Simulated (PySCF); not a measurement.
# Property card for `Oc1cccc(F)c1`

Species: C6H5FO.
Geometry (PBE0-D3(BJ)/def2-SVP, Å), atoms numbered from 1 in this order:
```
atom  x, y, z in Å
O1     2.2418   -1.0881   -0.1535
C2     1.0339   -0.4977   -0.0672
C3     0.8525    0.7798    0.4761
C4    -0.4260    1.3299    0.5325
C5    -1.5333    0.6333    0.0561
C6    -1.3241   -0.6337   -0.4803
F7    -2.3661   -1.3205   -0.9458
C8    -0.0663   -1.2128   -0.5508
H9     2.9106   -0.4957    0.2059
H10    1.7132    1.3395    0.8534
H11   -0.5601    2.3268    0.9584
H12   -2.5416    1.0471    0.0910
H13    0.0656   -2.2080   -0.9759
```

Some functional groups and rings: benzene ring, phenol-type hydroxyl and C–F bond.

PBE0-D3(BJ)/def2-SVP geometry optimisation, gas phase (PySCF):

```
Point group                  : Cs
Rotational constants A, B, C : 3.766, 1.802, 1.219 GHz
```

**PBE0/pcSseg-1 ground state and GIAO shieldings, non-relativistic (PySCF)**

```
Dipole moment                                               : 2.77 D
HOMO energy                                                 : -6.78 eV
LUMO energy                                                 : -0.38 eV
HOMO–LUMO gap                                               : 6.40 eV
Lowest Hirshfeld atomic charge                              : -0.18 e on O1
Highest Hirshfeld atomic charge                             : +0.18 e on H9
13C chemical shifts (computed TMS as zero) by class         : 172.3 (C6), 163.8 (C2), 135.6 (C4), 111.8 (C5), 111.6 (C3), 106.9 (C8) ppm
1H chemical shifts (computed TMS as zero) by class          : 7.21 (H11), 6.69 (H13), 6.66 (H12), 6.26 (H10), 3.95 (H9) ppm
Isotropic shieldings of nuclei other than C and H, by class : 207 (O1), 285 (F7) ppm
Mayer bond orders between heavy atoms                       : O1–C2 1.07, C2–C3 1.36, C3–C4 1.45, C4–C5 1.42, C5–C6 1.42, C6–F7 0.89, C6–C8 1.44, C8–C2 1.36
```

From B3LYP/pcJ-1 indirect spin-spin coupling, non-relativistic, gas phase; spin–dipole term left out for some pairs (PySCF):

```
Largest of the computed one-bond spin–spin couplings (means over like bonds) : 19F–13C -314.8 (F7–C6), 13C–1H +173.3 (C5–H12), 13C–1H +170.8 (C8–H13), 13C–1H +167.7 (C4–H11), 13C–1H +164.0 (C3–H10), 13C–13C +80.1 (C6–C8), 17O–1H -78.2 (O1–H9), 13C–13C +76.0 (C2–C8) Hz
```

Monoisotopic mass from the formula: 112.0324 u.

The rotational constants make it an asymmetric top with κ = (2B − A − C)/(A − C) = -0.54, nearer the prolate limit (−1). With B = h/(8π²I), that is 505.379 GHz u Å² over I, the principal moments of inertia are 134.2, 280.5 and 414.7 u Å² (most abundant isotopes). The dipole matches unit charges of opposite sign 0.58 Å apart (1 e·Å = 4.8032 D). A dipole of 2.77 D is allowed in Cs, and pure rotational transitions are dipole-allowed.

One conformer stands for the species.
